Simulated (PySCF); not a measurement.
## Molecular orbitals of Sn₂

PBE0 at R = 2.757 Å; PySCF, scalar-relativistic core potentials, basis sets Sn cc-pVTZ-PP with ECP28. State: ³Σg⁻ (triplet), unpaired electrons π ↑↑. Only the outer orbitals are listed.

| spin | orbital | occ. | ε (eV) | main shells (%) |
| --- | --- | --- | --- | --- |
| α | σg | 1 | -13.62 | 92 s |
| α | σu | 1 | -10.59 | 94 s |
| α | πu | 1 | -5.62 | 96 p |
| α | πu | 1 | -5.62 | 96 p |
| α | σg | 1 | -5.43 | 91 p, 8 s |
| α | πg | 0 | -2.38 | 99 p |
| α | πg | 0 | -2.38 | 99 p |
| β | σg | 1 | -12.58 | 93 s |
| β | σu | 1 | -9.87 | 93 s |
| β | σg | 1 | -5.08 | 92 p |
| β | πu | 0 | -3.17 | 98 p |
| β | πu | 0 | -3.17 | 98 p |
| β | πg | 0 | -1.35 | 97 p |

Question: Which are the highest filled and the lowest empty level, where do they sit, and how wide is the gap?

Answer: Highest filled β σg at -5.08 eV (in %: 92 p); lowest empty β πu at -3.17 eV (in %: 98 p); the gap at PBE0 is 1.91 eV.

```
bond order (Mayer)             : 1.94
⟨S²⟩                           : 2.004
polarisability along the bond  : 189.1 bohr³
polarisability across the bond : 84.7 bohr³
```

Spin–orbit coupling is left out. The state is the lowest determinant that a PBE0 search found; another state may lie lower at other levels.
